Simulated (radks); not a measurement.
Species: Pt III. Configuration: [Xe] 4f14 5d8.

Calculated with a radial shooting solver on a logarithmic mesh with Libxc functionals: scalar-relativistic Kohn-Sham, PBE, spin-polarised, spherical densities, finite nucleus; open shells are filled with parallel spins first (spin-orbit coupling, left out, can overturn this in heavy ions); Fermi nuclear charge, rms radius 5.427 fm.

Energy parts (eV):
part                       energy
total                  -500924.43
kinetic                 558382.02
electron-nucleus      -1242978.99
Hartree                 193292.82
exchange-correlation     -9620.28

Orbitals (lengths in bohr, moments of r in powers of bohr; <r^-3> diverges for s and p1/2; r(90%) holds 90 % of the orbital's charge):
orbital  occ.  eigenvalue (eV)       <r^4>  <r^-3>  r(90%)
1s down     1        -78417.65   4.521e-07       -  0.0313
1s up       1        -78417.65   4.521e-07       -  0.0313
2s up       1        -13794.25  0.00006659       -   0.112
2s down     1        -13794.11  0.00006659       -   0.112
2p up       3        -11961.33  0.00005365   24240   0.106
2p down     3        -11961.22  0.00005365   24240   0.106
3s up       1        -3256.284    0.002415       -   0.274
3s down     1        -3256.234    0.002415       -   0.274
3p up       3        -2722.216    0.002641    5516   0.281
3p down     3        -2722.160    0.002641    5516   0.281
3d up       5        -2142.050    0.002032   690.2   0.264
3d down     5        -2141.951    0.002032   690.2   0.264
4s up       1        -716.2146     0.05464       -   0.595
4s down     1        -716.0826     0.05464       -   0.595
4p up       3        -540.9915     0.07299    1318   0.641
4p down     3        -540.8697     0.07297    1318   0.641
4d up       5        -327.8931      0.1023   143.6   0.699
4d down     5        -327.7519      0.1021   143.6   0.699
5s up       1        -123.1250       1.510       -    1.36
5s down     1        -122.1576       1.496       -    1.36
4f up       7         -91.1606      0.2225   27.12   0.834
4f down     7         -90.9466      0.2195   27.17   0.832
5p up       3         -77.3920       2.843   215.9    1.60
5p down     3         -76.1805       2.822   218.0    1.60
5d up       5         -26.4966       13.97   12.99    2.38
5d down     3         -25.1362       14.73   12.95    2.41

The highest occupied level is 5d down at -25.136 eV. The electron density at the nucleus is 2.116e+06 e/bohr^3 (large components only). The density falls to 0.001 e/bohr^3 at r = 3.56 bohr. Summed over all electrons, <r^2> = 42.42 bohr^2, which gives a Langevin (diamagnetic) susceptibility term of -33.6 x 10^-6 cm^3/mol.
